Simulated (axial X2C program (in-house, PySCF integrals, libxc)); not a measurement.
# Nuclear properties of GeTe

Calculated with an axial X2C code built on PySCF integrals: two-component X2C with atomic mean-field Coulomb and Gaunt terms, Gaussian nuclei, basis Te dyall-cv3z, Ge dyall-cv3z with contracted cores.

R = 2.343 Å (near the PBE0 minimum at charge 0 of the determinant lowest at the starting distance; the state shown can have its own minimum elsewhere).

Input and command:
```json
{"zs": [52, 32], "q": 0, "bas": ["dyall-cv3z", "dyall-cv3z"], "r0": 2.39, "levels": ["PBE0", "HF", "TPSSh", "PBE", "r2SCAN"], "nst": 3}
```
```bash
python soeom.py task.json out
```

Keys: zs atomic numbers; q charge; bas basis sets; r0 starting distance in Å; levels methods; nst determinants followed.

Determinant lowest in the PBE0 search, Ω = 0 (closed shell), highest spinor 67% Te p, 28% Ge p, 4% Ge d:

```tsv
level	qzz Te (a.u.)	qzz Ge (a.u.)	μ (D)
PBE0	-0.83	-3.72	1.36
HF	-0.23	-4.62	2.02
TPSSh	-0.81	-3.57	1.24
PBE	-1.05	-3.39	1.11
r2SCAN	-1.00	-3.57	1.17
```

Determinant 2.21 eV from it at PBE0 and this distance, Ω = 1 (⟨Sz⟩ = 1.00, ⟨Lz⟩ = 0.00 at PBE0), spin on the atoms Te 0.48, Ge 0.52:

```tsv
level	Eeff magnitude (GV/cm)	Ws magnitude Te (kHz)	Ws magnitude Ge (kHz)	A∥/gI Te (MHz)	qzz Te (a.u.)	A∥/gI Ge (MHz)	qzz Ge (a.u.)	μ (D)
PBE0	0.37	0.287	0.0403	338	-2.91	-593	-1.97	-0.50
HF	1.56	1.06	0.0893	442	-2.62	-559	-2.35	-0.24
TPSSh	0.24	0.211	0.0476	336	-2.93	-571	-1.86	-0.57
PBE	0.0835	0.105	0.031	302	-3.09	-584	-1.84	-0.63
r2SCAN	0.507	0.46	0.106	381	-3.07	-632	-1.88	-0.68
```

Eeff is the effective electric field on the electron electric dipole moment in this Ω state and Ws the scalar–pseudoscalar constant of the nucleus named (defined with the proton number Z and per Ω); A∥ (defined per Ω) follows by multiplying with gI = μI/(I μN); qzz is the electric field gradient, eQq0 = 234.96 MHz × Q/barn × qzz; μ is positive if the Ge end (last atom) is positive. The operators were transformed with the bare-nucleus X2C matrices; with these basis sets, hyperfine constants and field gradients can be off by tens of per cent, and where levels differ in sign neither size nor sign is settled.

With Q(73Ge) = -0.196 barn (Q from Pyykkö, Mol. Phys. 2018), turn the PBE0 values of the first state into constants in MHz.

eQq0(73Ge) = 234.96 × (-0.196) × (-3.72) = 171 MHz.

Each state is one determinant with collinear spin, which with several unpaired electrons need not be a pure state. Unrestricted Hartree–Fock can overshoot spin polarisation at the nuclei. A closed determinant beside an open π² or δ² triplet, such as (π1/2)², mixes with its partner pair into the 0⁺ component of the triplet and ¹Σ⁺, so its energy is not that of a level, and 0⁺ can lie lowest. With several open shells hyperfine constants can be off by a factor of several. Where Eeff spreads by more than a factor of two the levels disagree and none is to be relied on. Open-shell Ω = 0 determinants with evenly filled partner blocks cannot be reached by this program, so the Ω shown need not be the lowest component. The search compared states at one distance, so a state with another bond length can lie lower. Further determinants of the search, some of them spin-mixed, are not shown. Where a field gradient or hyperfine factor spreads by more than a factor of two over the levels, a constant derived from it is not to be relied on. PBE0 term energies can be off by some tenths of an eV.
